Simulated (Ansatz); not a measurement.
ClF2Y, SMILES `[F][Y]([F])[Cl]`. Total charge 0; spin multiplicity 1. Y: def2 effective core potential. All single points use the PBE0-D4/def2-TZVP geometry.

```xyz
4

F     1.248   -1.523   -0.521
Y    -0.013   -0.059   -0.083
F    -1.515    0.262   -1.337
Cl    0.280    1.320    1.941
```

Task: What is the dipole moment at B3LYP/def2-TZVPP? (An estimate is asked.)

Result: Ansatz gave: 0.63 D, with components (-0.09, -0.37, -0.51) D in this frame, pointing from negative to positive charge.

Task: And with PBE, r2SCAN, ωB97M-V? (Estimate.)

Result: Computed: PBE 0.70 D, r2SCAN 0.74 D, ωB97M-V 0.68 D.

Task: Give the Mulliken charges with B3LYP, r2SCAN, ωB97M-V in def2-TZVPP. (Estimate.)

Result: Ansatz gave: 
| atom | B3LYP | r2SCAN | ωB97M-V |
| --- | --- | --- | --- |
| F1 | -0.47 | -0.47 | -0.46 |
| Y2 | 1.30 | 1.31 | 1.24 |
| F3 | -0.47 | -0.47 | -0.46 |
| Cl4 | -0.35 | -0.36 | -0.32 |

B3LYP here is the variant with VWN-RPA as its local correlation; programs differ in this.
